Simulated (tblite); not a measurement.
C6H14OSSi.
Numbering: `[CH3:1][O:2][C@@H:3]1[C@@H:4]([CH3:5])[Si@H:6]1[CH2:7][S:8][CH3:9]` (hydrogens: H10, H11, H12 on C1; H13 on C3; H14 on C4; H15, H16, H17 on C5; H18 on Si6; H19, H20 on C7; H21, H22, H23 on C9)

Structure optimised with GFN2-xTB, isolated species.

(1) List the bond lengths, angles and torsions at this level.

## Answers

(1) 
```json
{"bond": "C1–O2", "length (Å)": "1.402", "order": "single"}
{"bond": "O2–C3", "length (Å)": "1.399", "order": "single"}
{"bond": "C3–C4", "length (Å)": "1.529", "order": "single"}
{"bond": "C4–C5", "length (Å)": "1.510", "order": "single"}
{"bond": "C4–Si6", "length (Å)": "1.892", "order": "single"}
{"bond": "Si6–C7", "length (Å)": "1.897", "order": "single"}
{"bond": "C7–S8", "length (Å)": "1.822", "order": "single"}
{"bond": "S8–C9", "length (Å)": "1.812", "order": "single"}
{"bond": "C3–Si6", "length (Å)": "1.903", "order": "single"}
{"bond": "C1–H10, C1–H12", "length (Å)": "1.098", "order": "single"}
{"bond": "C1–H11", "length (Å)": "1.088", "order": "single"}
{"bond": "C3–H13", "length (Å)": "1.094", "order": "single"}
{"bond": "C4–H14", "length (Å)": "1.083", "order": "single"}
{"bond": "C5–H15, C5–H16, C5–H17", "length (Å)": "1.089", "order": "single"}
{"bond": "Si6–H18", "length (Å)": "1.451", "order": "single"}
{"bond": "C7–H19", "length (Å)": "1.089", "order": "single"}
{"bond": "C7–H20", "length (Å)": "1.087", "order": "single"}
{"bond": "C9–H21, C9–H22, C9–H23", "length (Å)": "1.086", "order": "single"}
```

Bonds in one row agree within 0.01 Å and their mean is given. Orders are formal, as drawn. A selection of angles:
```json
{"angle": "O2–C1–H10", "degrees": "111.3"}
{"angle": "O2–C1–H11", "degrees": "107.0"}
{"angle": "H10–C1–H11", "degrees": "109.4"}
{"angle": "C1–O2–C3", "degrees": "113.2"}
{"angle": "O2–C3–C4", "degrees": "114.4"}
{"angle": "O2–C3–Si6", "degrees": "119.7"}
{"angle": "O2–C3–H13", "degrees": "112.4"}
{"angle": "C4–C3–Si6", "degrees": "65.8"}
{"angle": "C4–C3–H13", "degrees": "115.6"}
{"angle": "Si6–C3–H13", "degrees": "120.7"}
{"angle": "C3–C4–C5", "degrees": "117.8"}
{"angle": "C3–C4–Si6", "degrees": "66.6"}
{"angle": "C3–C4–H14", "degrees": "111.4"}
{"angle": "C5–C4–Si6", "degrees": "124.3"}
{"angle": "C5–C4–H14", "degrees": "112.6"}
{"angle": "Si6–C4–H14", "degrees": "115.8"}
{"angle": "C4–C5–H15", "degrees": "110.4"}
{"angle": "C4–C5–H16", "degrees": "111.0"}
{"angle": "H15–C5–H16", "degrees": "108.2"}
{"angle": "C4–Si6–C7", "degrees": "118.3"}
{"angle": "C4–Si6–H18", "degrees": "119.5"}
{"angle": "C7–Si6–H18", "degrees": "115.9"}
{"angle": "C3–Si6–C4", "degrees": "47.5"}
{"angle": "C3–Si6–C7", "degrees": "119.7"}
{"angle": "C3–Si6–H18", "degrees": "118.7"}
{"angle": "Si6–C7–S8", "degrees": "111.3"}
{"angle": "Si6–C7–H19", "degrees": "113.8"}
{"angle": "Si6–C7–H20", "degrees": "110.9"}
{"angle": "S8–C7–H19", "degrees": "107.8"}
{"angle": "S8–C7–H20", "degrees": "104.4"}
{"angle": "H19–C7–H20", "degrees": "108.2"}
{"angle": "C7–S8–C9", "degrees": "99.5"}
{"angle": "S8–C9–H21", "degrees": "109.5"}
{"angle": "S8–C9–H23", "degrees": "106.9"}
{"angle": "H21–C9–H22", "degrees": "110.5"}
{"angle": "H21–C9–H23", "degrees": "110.1"}
```

Torsions: C1–O2–C3–C4 158° (antiperiplanar); O2–C3–C4–C5 129° (anticlinal); C3–C4–Si6–C7 -106° (anticlinal); C4–Si6–C7–S8 165° (antiperiplanar); Si6–C7–S8–C9 -66° (synclinal); O2–C3–Si6–C4 105° (anticlinal).

The 3-membered ring C3–C4–Si6 has internal angles of 47.5° to 66.6°. O2 (ether oxygen) is bent (angle 113.2°). Si6 (SiH silicon) has angles from 47.5° to 119.7°. Of the pairs four or more bonds apart, Si6···H22 is among the closest relative to their van der Waals radii: 2.91 Å, 88 % of the sum of Bondi's values.

Point group: C1 (no symmetry element, even within 0.4 Å). Its GFN2-xTB frequencies are all real (lowest 22 cm⁻¹). The numbers are those of one conformer. 3 starts were optimised and ended at 0.00, 1.06 and 1.52 kcal/mol (GFN2-xTB); the lowest of these is shown.

All values are computed, not measured.
